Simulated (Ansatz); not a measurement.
Consider the formal exchange of groups at the Se–Ge bond: `[F][GeH]([F])[SeH]` + `[CH3][AlH][SiH3]` → `[CH3][AlH][SiH2][SeH]` + `[F][GeH2][F]`.

Isolated molecules relaxed with PBE0-D4/def2-TZVP in Ansatz; ΔE leaves out vibrations. CBS: MP2 limit from def2 TZ/QZ plus the TZ coupled-cluster correction, frozen cores. DFT in def2-TZVPP. B3LYP here is the variant with VWN-RPA as its local correlation; programs differ in this. For Ge, Se outer-core shells are correlated without core-valence functions, which leaves a few kJ/mol of doubt a bond. Scalar relativity is left out up to krypton. One conformer a species, not always the lowest.

| level | ΔE (kJ/mol) | difference from CCSD(T)/CBS |
| --- | --- | --- |
| BLYP-D4 | 3.3 | 8.3 |
| B97M-V | -1.0 | 4.0 |
| B3LYP-D4 | 0.7 | 5.7 |
| BHLYP-D4 | -2.0 | 3.0 |
| ωB97X-V | -1.8 | 3.2 |
| ωB97M-V | -1.9 | 3.1 |
| BLYP | 4.4 | 9.4 |
| CAM-B3LYP | 0.3 | 5.3 |
| RPA@PBE/def2-TZVPP | -0.6 | 4.4 |
| HF/def2-SVP | -5.0 | 0.0 |
| CCSD(T)/CBS | -5.0 | 0 |

Largest T1 diagnostic among the species: 0.012.

At CCSD(T), def2-SVP lies +5.0 kJ/mol from the extrapolated value and def2-TZVPP +3.4 kJ/mol. From BLYP to BHLYP (50 % exact exchange), in def2-TZVPP and without D4, ΔE moves by −5.0 kJ/mol.
